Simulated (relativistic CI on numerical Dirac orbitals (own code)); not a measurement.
Calculated at this level of theory: Dirac-Coulomb-Breit CI, KLI orbitals optimised for each configuration, a model potential for QED, unscaled Slater integrals (own radial code, finite nucleus).

Configurations in the expansion (outside the closed core [Ne]): 3s2 3p6 3d6, 3s2 3p5 3d7, 3s2 3p4 3d8, 3s 3p6 3d7, 3p6 3d8, 3s 3p5 3d8, 3s2 3p6 3d5 4s, 3s2 3p6 3d5 4p, 3s2 3p4 3d7 4s, 3s2 3p6 3d5 4d, 3s2 3p4 3d7 4p, 3s2 3p5 3d6 4s, 3s2 3p6 3d5 4f, 3s2 3p4 3d7 4d, 3s 3p5 3d7 4s, 3s2 3p5 3d6 4p, 3s2 3p5 3d6 4d, 3s2 3p6 3d4 4s2, 3s 3p6 3d6 4s, 3p6 3d7 4s, 3p6 3d7 4p, 3s2 3p6 3d5 5s, 3p6 3d7 4d, 3s 3p6 3d5 4s2. Levels of other configurations are missing.

At this charge energies of transitions that change n are usually good to better than 1 %, and those within a shell (Δn = 0) to a few per cent.

Outline of the computed level scheme of Pt LV. Lowest level of each configuration: 3s2 3p6 3d6 3F_4 at 0.000 eV; 3s2 3p5 3d7 5G°_6 at 429.552 eV.

Some strong electric-dipole decays among the lowest 45 levels: 3s2 3p5 3d7 3D°_3 → 3s2 3p6 3d6 3F_4 (2.4e+12 s⁻¹); 3s2 3p5 3d7 3F°_4 → 3s2 3p6 3d6 3F_4 (1.9e+12 s⁻¹); 3s2 3p5 3d7 3P°_2 → 3s2 3p6 3d6 3P_2 (1.1e+12 s⁻¹); 3s2 3p5 3d7 1P°_1 → 3s2 3p6 3d6 3P_2 (8.4e+11 s⁻¹); 3s2 3p5 3d7 3D°_3 → 3s2 3p6 3d6 3P_2 (6.2e+11 s⁻¹); 3s2 3p5 3d7 3G°_5 → 3s2 3p6 3d6 3F_4 (3.5e+11 s⁻¹); 3s2 3p5 3d7 1P°_1 → 3s2 3p6 3d6 3P_0 (3.2e+11 s⁻¹); 3s2 3p5 3d7 3D°_3 → 3s2 3p6 3d6 3P_2 (1.9e+11 s⁻¹).

LS names give the leading component of a level, which can be under half, so a name can repeat, a term be missing and a line seem to break the LS rules.
